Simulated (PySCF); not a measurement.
Br2Sn, SMILES [Br][Sn][Br] (connectivity only; charge and spin as stated), charge +1, multiplicity 2.

The structure is a stationary point at PBE0-D3(BJ)/def2-SVP. The spin state was assumed, not searched. The isomer is the one that the SMILES or the coordinates give; other isomers of the formula were not compared. The def2 effective core potentials stand for the cores of Sn; spin–orbit coupling is left out.

Two levels are set side by side: PBE/def2-TZVPD (PySCF) and CAM-B3LYP/def2-TZVPD (PySCF). Same geometry, gas phase. Differences are taken from unrounded values.

```
quantity                      PBE
---------------------------  ----
α-spin orbital gap (eV)      3.13
β-spin orbital gap (eV)      0.99
mean polarisability (bohr³)  82.7
```

Problem. These are the PBE values. What does CAM-B3LYP give? (The exact figures need the calculation; the answer reports its results.)

Solution. 
```tsv
quantity	CAM-B3LYP	PBE minus CAM-B3LYP
α-spin orbital gap (eV)	6.98	-3.85
β-spin orbital gap (eV)	5.00	-4.01
mean polarisability (bohr³)	81.3	1.5
```

Rough cost on one machine, each run with all the roots and properties that it gave: CAM-B3LYP against PBE within a factor of 2.
